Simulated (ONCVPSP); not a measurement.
## titanium (Ti) ONCV: all-electron and pseudo phase curves

```json
{"Element": "titanium (Ti)", "Generator": "ONCVPSP 4.0.1", "Type": "optimised norm-conserving Vanderbilt (ONCV)", "Functional": "PBE", "Relativity": "scalar-relativistic", "Frozen core": "[Ne]", "Valence charge": "12", "Reference configuration": "3s2 3p6 3d2 (charge +2)", "Partial waves": "3s: rc 1.55 bohr, ncon 3, nbas 7, qcut 10.3 1/bohr, 2 projectors, debl 2.6 Ha; 3p: rc 1.60 bohr, ncon 3, nbas 8, qcut 10.8 1/bohr, 2 projectors, debl 1.2 Ha; 3d: rc 2.35 bohr, ncon 3, nbas 8, qcut 7.2 1/bohr, 2 projectors, debl 2.1 Ha", "Local potential": "polynomial inside 1.25 bohr (lpopt 4, dvloc0 0 Ha)", "Core correction": "none"}
```

In the s channel the program set the typed energies aside and used -2.887, 0.250 Ha. In the p channel the program set the typed energies aside and used -2.013, 0.250 Ha.

The phase is arctan(r·R′/R) of the radial function R(r), unwrapped; energies in Ha, scanned from -4 to 5 Ha. A pole is an energy at which the radial function vanishes at the test radius. The pseudo phase is shifted by a multiple of π to meet the all-electron one at the reference energy, and phase errors are pseudo minus all-electron; the curves can meet again beyond the range given. Levels narrower than the energy grid can be missing from the lists of poles.

Problem. For each channel, where are the poles, and over which energies does the pseudopotential scatter like the atom?

Solution.

```tsv
channel	radius (bohr)	reference energy (Ha)	poles, all-electron	poles, pseudo	unbroken range about the reference energy with phases within 0.05 rad	phase error 1 Ha above the reference energy (rad)
s	1.57	-2.89	-2.28	-2.28	the whole range	+0.000
p	1.62	-2.01	-1.38	-1.38	the whole range	-0.000
d	2.39	-0.72	-0.54, 2.28	-0.54, 2.30	below 3.5	+0.015
```

Phases in the s channel:

```tsv
E (Ha)	all-electron	pseudo
-3.98	0.731	0.731
-3.50	-0.193	-0.193
-3.02	-1.173	-1.173
-2.54	-1.485	-1.485
-2.06	-1.626	-1.626
-1.58	-1.720	-1.720
-1.10	-1.803	-1.803
-0.62	-1.895	-1.895
-0.14	-2.016	-2.016
0.34	-2.206	-2.206
0.82	-2.553	-2.553
1.30	-3.160	-3.160
1.78	-3.775	-3.775
2.26	-4.128	-4.128
2.74	-4.315	-4.315
3.22	-4.426	-4.426
3.70	-4.499	-4.499
4.18	-4.552	-4.552
4.66	-4.592	-4.592
```
